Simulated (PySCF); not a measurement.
## 33S chemical shifts

Theoretical values (PySCF 2.14): geometry: GFN2-xTB, σ from GIAO-PBE0/pcSseg-1. Single conformer, equivalent nuclei averaged, relativity neglected, gas phase.

Shieldings were converted by a linear fit to measured shifts: 33S (scatter 33.3 ppm rms vs sulfate, solution or neat liquid). A few per cent of atoms miss by over 2 rms, more outside the fitted compound classes.

Give the 33S shifts of `CC[C@@H]1[SiH2]SCS[C@H]1F`, `CS[C@@](C)([SiH3])C(=S)CF`, `CS(=O)(=O)[C@]1([SiH3])C=CO[SiH2]1`, `CS(=O)(=O)O`, `FC(F)(F)c1ccsc1`.

Results:


| compound | environment | δ (ppm) |
| --- | --- | --- |
| [CH3:1][CH2:2][C@@H:3]1[SiH2:4][S:5][CH2:6][S:7][C@H:8]1[F:9] | S7: sulfide sulfur | -253 |
| [CH3:1][CH2:2][C@@H:3]1[SiH2:4][S:5][CH2:6][S:7][C@H:8]1[F:9] | S5: sulfur bonded to C, Si, in a 6-membered ring | -444 |
| [CH3:1][S:2][C@@:3]([CH3:4])([SiH3:5])[C:6](=[S:7])[CH2:8][F:9] | S7: thione sulfur | 634 |
| [CH3:1][S:2][C@@:3]([CH3:4])([SiH3:5])[C:6](=[S:7])[CH2:8][F:9] | S2: sulfide sulfur | -234 |
| CS(=O)(=O)[C@]1([SiH3])C=CO[SiH2]1 | sulfone sulfur | -17 |
| CS(=O)(=O)O | sulfonyl sulfur | -21 |
| FC(F)(F)c1ccsc1 | aromatic ring sulfur | -98 |
